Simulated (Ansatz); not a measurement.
Input and output for CrO2(NH2)2 (CrN₂O₂H₄).

```yaml
crystal:
  periodic: [false, false, false]
  atoms:
    - {symbol: Cr, position_ang: [0.505523, 0.000691, 0.354891]}
    - {symbol: O, position_ang: [0.429113, -0.003479, 1.905318]}
    - {symbol: O, position_ang: [1.937767, 0.006708, -0.243702]}
    - {symbol: N, position_ang: [-0.321933, 1.487360, -0.219930]}
    - {symbol: H, position_ang: [-1.055311, 1.952474, 0.306670]}
    - {symbol: H, position_ang: [-0.074280, 1.960731, -1.083675]}
    - {symbol: N, position_ang: [-0.313503, -1.488221, -0.226164]}
    - {symbol: H, position_ang: [-0.066518, -1.954000, -1.094227]}
    - {symbol: H, position_ang: [-1.040848, -1.962266, 0.300821]}
basis:
  gaussian: {orbitals: def2-SVPD, final_grid: {core_spheres: 20, valence_spheres: 16, degree: 47}}
hamiltonian: {xc: {name: RPBE}}
scf: {lower_state_search: full}
```

```sh
$ ansatz run in.yaml --threads 4 --pin off --events-out ev --progress --plain --max-ram 3916MiB
```

Shortened log:

```
Functional definition: RPBE
1371 factors; their error is unknown
mean field evaluation 1: about -35530.8508 eV, gradient 1.2e2 eV
mean field evaluation 2: about -35167.7085 eV, gradient 4.1e2 eV
mean field evaluation 4: about -35552.3621 eV, gradient 2.9e1 eV
mean field evaluation 8: about -35552.9877 eV, gradient 2.3e1 eV
mean field evaluation 16: about -35553.6731 eV, gradient 2.1e-1 eV
mean field evaluation 32: about -35503.8506 eV, gradient 1.1e2 eV
mean field evaluation 64: about -35553.6732 eV, gradient 4.8e-5 eV
mean field -35553.67315072 eV, -1306.5733891437 hartree, gradient 8.7e-5 eV, S^2 0.000000; 3 other end points of the search recorded, 0 dependent functions left out
reference -35553.67321551 eV, -1306.5733915248 hartree; 29, 29 occupied and 123, 123 virtual orbitals, 1371 factors
Total energy: -35553.67321551 eV, -1306.5733915248 hartree
```

Hardware: 4 threads of Intel Xeon 6975P-C on a shared host. Wall time 2.7 s.

The restricted singlet is unstable towards broken spin symmetry in Hartree–Fock (as tested in another run); at RKS RPBE/def2-SVPD this wasn't settled.
